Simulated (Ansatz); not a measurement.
`[BH2][GeH2][O][SiH2]F` + `[SiH3][SiH2][SiH2][SiH3]` → `[BH2][GeH2][SiH2][SiH3]` + `F[SiH2]O[SiH2][SiH3]`  (redistribution)

Computed with Ansatz on PBE0-D4/def2-TZVP structures; ΔE is electronic, products minus reactants. CCSD(T)/CBS adds triple-zeta CCSD(T) − MP2 to the extrapolated MP2 energy (def2 sets, frozen cores). DFT in def2-TZVPP. For Ge outer-core shells are correlated without core-valence functions, which leaves a few kJ/mol of doubt a bond. Scalar relativity is left out up to krypton. Each species was taken in one conformer, which may not be the lowest.

```csv
level,ΔE (kJ/mol),difference from CCSD(T)/CBS
PBE-D4,-70.6,6.5
r2SCAN-D4,-75.5,1.6
ωB97M-V,-76.5,0.6
B2PLYP,-75.6,1.5
PBE,-70.3,6.8
r2SCAN,-75.5,1.6
PBE0,-71.6,5.5
HF/def2-TZVPP,-72.2,4.9
MP2/def2-TZVPP,-76.9,0.2
SCS-MP2/def2-TZVPP,-74.1,3.0
CCSD/def2-TZVPP,-73.5,3.6
CCSD(T)/def2-TZVPP,-72.7,4.4
HF/def2-QZVPP,-72.7,4.4
SCS-MP2/def2-QZVPP,-76.1,1.0
MP2/CBS(def2),-81.3,-4.2
CCSD/CBS(def2),-77.8,-0.7
CCSD(T)/CBS,-77.1,0
```

Largest T1 diagnostic among the species: 0.014.
